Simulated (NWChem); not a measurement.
BCl

```xyz
2

B      0.0000     0.0000    -1.3285
Cl     0.0000     0.0000     0.3907
```
Charge 0, spin multiplicity 1.

The numbers come from NWChem runs, not from measurements. Structure: optimised with PBE0/def2-SVP, a minimum by its harmonic frequencies.

Symmetry labels belong to the abelian group C2v used in the runs, with the axes of the coordinates shown; states degenerate in a higher group split over its labels.

B3LYP has NWChem's definition, with VWN1-RPA local correlation. The structure started from a generated list of species.

**Question.** List the lowest 6 singlet excitations that TD-B3LYP/def2-SVPD, VWN1-RPA local correlation gives, with oscillator strengths.

**Answer.** 
```csv
state,symmetry,energy (eV),wavelength (nm),f
1,b2,4.38,283,0.060
2,b1,4.38,283,0.060
3,a2,7.11,174,0.000
4,a1,7.19,172,0.039
5,a1,7.22,172,0.000
6,a2,7.22,172,0.000
```
